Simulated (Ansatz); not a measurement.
`[GeH3][I]` → `[GeH3]`• + I•  (homolysis of the Ge–I bond)

Gas-phase electronic energies from Ansatz, PBE0-D4/def2-TZVP geometries. CCSD(T)/CBS is the MP2 limit (def2-TZVPP, def2-QZVPP) plus CCSD(T) − MP2 in def2-TZVPP, frozen cores. Functionals use def2-TZVPP. B3LYP here is the variant with VWN-RPA as its local correlation; programs differ in this. Open shells (•) are unrestricted, without spin–orbit coupling. Spin–orbit coupling would lower the free atoms: strongly for I. def2 core potentials past Kr. For Ge, I outer-core shells are correlated without core-valence functions, so the limit isn't a true one: a few kJ/mol of doubt a bond, and 10 to 20 or more in all where bonds break to atoms. Scalar relativity is left out up to krypton.

| level | ΔE (kcal/mol) | difference from CCSD(T)/CBS |
| --- | --- | --- |
| LDA (SPW92) | 87.4 | 9.0 |
| BLYP-D4 | 71.4 | -7.0 |
| B97M-V | 74.0 | -4.4 |
| BHLYP-D4 | 71.5 | -6.9 |
| B2PLYP | 72.8 | -5.6 |
| PBE | 74.6 | -3.8 |
| BLYP | 68.7 | -9.7 |
| B3LYP | 70.0 | -8.4 |
| CAM-B3LYP | 70.4 | -8.0 |
| CCSD/def2-SVP | 66.2 | -12.2 |
| CCSD(T)/CBS | 78.4 | 0 |

Largest T1 diagnostic among the species: 0.012.

From r2SCAN to r2SCAN0 (25 % exact exchange), in def2-TZVPP and without D4, ΔE moves by −1.1 kcal/mol: exact exchange takes away binding that semilocal exchange gives to molecules. At CCSD(T), def2-SVP lies −10.8 kcal/mol from the extrapolated value and def2-TZVPP −4.9 kcal/mol: correlation converges slowly with the basis, and small sets miss more of it in the bonded molecule than in its fragments.

CCSD(T)/CBS has its own doubt, a few kJ/mol and more with outer-core shells, so smaller differences from it don't rank the levels.
